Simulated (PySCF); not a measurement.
## The second ionisation energy along the second row

Calculated with PySCF 2.14 from differences of total energies of unrestricted determinants, without spin-orbit coupling. Values in eV. The last column holds reference values (NIST; (s) semi-empirical, (t) theoretical, else measured). Unmarked ones compare directly (S terms, centres of terms, or small fine structure); those marked * lie between the lowest fine-structure levels and include a spin-orbit shift.

```tsv
element	configurations	UHF	MP2 (valence)	SCS-MP2 (valence)	CCSD (valence)	CCSD(T) (valence)	reference
Li (cc-pVTZ, non-relativistic)	1s2 → 1s1	74.491	74.787	74.847	74.844	74.844	75.640 (t)
Be (cc-pVTZ, non-relativistic)	[He] 2s1 → 1s2	18.125	n/a	n/a	n/a	n/a	18.211
C (cc-pVTZ, non-relativistic)	[He] 2s2 2p1 → [He] 2s2	24.146	24.356	24.316	24.191	24.222	24.378
O (cc-pVTZ, non-relativistic)	[He] 2s2 2p3 → [He] 2s2 2p2	34.568	35.190	34.934	35.010	35.018	35.121 *
Ne (cc-pVTZ, non-relativistic)	[He] 2s2 2p5 → [He] 2s2 2p4	39.282	40.738	40.726	40.664	40.693	40.963 *
```

"Valence" correlates the outer s and p shells and, in groups 3 to 12 and the f block, the outer d or f shell, open or full, or the next shell where the ion has no valence electron left; the wider scheme adds the next inner shell.
